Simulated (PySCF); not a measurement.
C3H3N, SMILES C=CC#N.

Geometry: B3LYP-D3(BJ)/def2-SVP.

Two levels are set side by side: TDA-PBE/def2-SVPD (PySCF) and TDA-M06-2X/def2-SVPD (PySCF). Vertical, same geometry. The lowest singlet is HOMO−1→LUMO 99 % with PBE and HOMO−1→LUMO 76 % with the other functional; states are paired by order. Differences are taken from unrounded values.

```
quantity                               TDA-M06-2X
-------------------------------------  ----------
lowest singlet excitation (eV)               6.19
lowest triplet excitation (TDA) (eV)         4.03
first bright state (f over 0.05) (eV)        6.82
its oscillator strength                      0.36
```

Task: What does TDA-PBE give, and how far is it from TDA-M06-2X? (An estimate is asked for; the answer gives what the named calculation found.)

Result: 
| quantity | TDA-PBE | TDA-PBE minus TDA-M06-2X |
|---|---|---|
| lowest singlet excitation (eV) | 5.71 | -0.48 |
| lowest triplet excitation (TDA) (eV) | 3.71 | -0.32 |
| first bright state (f over 0.05) (eV) | 6.38 | -0.44 |
| its oscillator strength | 0.27 | -0.09 |

Functionals without exact exchange tend to place singlet excitations lower, as here. Differences between two approximate levels are no errors against the true value.

Rough cost on one machine, each run with all the roots and properties that it gave: TDA-M06-2X against TDA-PBE about 8 times.
